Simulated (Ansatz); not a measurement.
Cost and result up the ladder for the cluster Mg2O3H2 (the lowest singlet isomer of a short search) (7 atoms). Total charge 0; singlet. Geometry: r2SCAN-D4/def2-SVP.

```xyz
7

Mg   -0.0983   -0.6207    1.0282
Mg   -0.4374    0.3390   -1.0706
O    -1.5873   -0.8339   -0.1249
O     1.2183   -0.6835   -0.5093
O     0.0584    1.3548    0.6101
H     1.4210   -1.5287   -0.9285
H    -0.5748    1.9731    0.9949
```

Ansatz on 4 threads of AMD EPYC 9B14 on a shared host. Times are rough, and most runs start from the orbitals of an earlier one. ωB97M-V/def2-TZVP serves as the yardstick here, not as an exact answer. Differences are given only for rows in sets of like size (and for xTB, whose basis is part of the method), since another set adds its own error. Binding counts from free atoms at the same level (Mg singlet, O triplet, H doublet; other spins of the atoms weren't run), without zero-point energy or a counterpoise term.

B3LYP takes the VWN-RPA correlation. HSE06 is defined as in plane-wave codes, on full-range PBE exchange. Correlated methods freeze 5 core orbitals; core or outer-core shells of Mg are correlated, in sets that lack core-valence functions. The structure comes from a short search, and lower isomers may exist.

Correlated methods converge slowly with the basis.

```csv
level,functions,binding energy per atom (eV),difference from ωB97M-V/def2-TZVP (eV)
HF/STO-3G,35,2.30,–
PBE0-D4/def2-TZVP,169,3.19,-0.05
CCSD(T)/def2-TZVPP,185,3.17,-0.07
ωB97X-V/def2-TZVP (with forces),169,3.27,0.03
PBE-D4/def2-TZVPD,208,3.36,0.12
HF/def2-TZVP,169,1.98,-1.27
ωB97M-V/def2-TZVP,169,3.24,0.00
revPBE-D4/def2-TZVP,169,3.23,-0.01
PBE-D4/def2-TZVP,169,3.36,0.11
r2SCAN-D4/def2-TZVP,169,3.34,0.09
HSE06-D4/def2-TZVP,169,3.19,-0.05
B3LYP-D4/6-31G,57,2.97,–
HF/6-31G,57,1.72,–
B3LYP-D4/def2-TZVP,169,3.22,-0.02
```

Problem. Estimate how long each takes.

Solution. HF/STO-3G 0.1 s; HF/6-31G 0.15 s; B3LYP-D4/6-31G 0.6 s; HF/def2-TZVP 0.95 s; revPBE-D4/def2-TZVP 0.95 s; PBE-D4/def2-TZVP 1.1 s; HSE06-D4/def2-TZVP 1.3 s; PBE-D4/def2-TZVPD 1.4 s; B3LYP-D4/def2-TZVP 1.4 s; PBE0-D4/def2-TZVP 1.6 s; r2SCAN-D4/def2-TZVP 2.1 s; ωB97M-V/def2-TZVP 3.8 s; ωB97X-V/def2-TZVP (with forces) 5 s; CCSD(T)/def2-TZVPP 64 s. On shared hardware such times vary by a factor of up to 3.
